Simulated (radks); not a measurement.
Results of a calculation; reference values are marked as such.
These are the eigenvalues of the occupied orbitals of an atom or ion with whole-number occupations (Ry). Level of theory: scalar-relativistic Kohn-Sham, r2SCAN, spin-polarised, spherical densities, finite nucleus; meta-GGA in the generalised Kohn-Sham scheme; Fermi nuclear charge, rms radius of each element as measured or else 0.836 A^(1/3) + 0.57 fm (a radial shooting solver on a logarithmic mesh with Libxc functionals).

1s up: -4222.081
1s down: -4222.081
2s up: -711.0058
2s down: -711.0056
2p up: -628.6346
2p down: -628.6340
3s up: -159.9879
3s down: -159.9054
3p up: -134.8041
3p down: -134.7217
3d up: -103.2487
3d down: -103.1854
4s up: -31.97705
4s down: -31.80229
4p up: -23.65651
4p down: -23.48297
4d up: -12.46119
4d down: -12.28820
5s up: -3.96584
5s down: -3.88921
5p up: -2.03849
5p down: -1.98881
4f up: -0.29772
6s up: -0.29058
6s down: -0.28552
4f down: -0.14729

Which element is it, and in what charge state? The configuration may be excited. Open shells, if any, are filled with parallel spins first.

Answer. Z = 68, erbium, charge 0: Er in [Xe] 4f12 6s2. The list shows which subshells hold electrons but not how many an open one holds; the 1s level, -2111 hartree, gives Z - s = 65.0 by -(Z - s)^2/2, which with screening and relativity narrows Z to a few neighbours, and the depths of the outer levels then fix element, charge and occupations together.
